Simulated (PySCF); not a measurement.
H7NO2Si2, SMILES N[Si](O)(O)[SiH3]. Heavy atoms are numbered as in [NH2:1][Si:2]([OH:3])([OH:4])[SiH3:5]. Hydrogens are named by the atom that carries them.

The structure is a stationary point at TPSSh-D3(BJ)/def2-SVP. The structure was generated by enumeration, and PubChem lists no compound with its InChIKey, so it may never have been made. One conformer was computed; it need not be the lowest.

Computed with PySCF with HF/pcSseg-1.

GIAO shieldings, no solvent; atoms alike by connectivity are averaged. δ = σ(ref) − σ: ¹⁵N against NH3 (σ = 267.3 ppm); ²⁹Si against TMS (σ = 393.8 ppm); ¹⁷O against H2O (σ = 333.0 ppm); ¹H against TMS (σ = 31.99 ppm), references at their B3LYP-D3(BJ)/def2-TZVP geometries, non-relativistic.

```csv
nucleus,atoms,count,δ (ppm)
¹⁵N,N1 (NH2),1,27.9
²⁹Si,Si2,1,-23.1
²⁹Si,Si5 (SiH3),1,-99.4
¹⁷O,O3 (OH),2,55.7
¹H,H on Si5,3,3.35
¹H,H on O3,2,2.44
¹H,H on N1,2,1.02
```
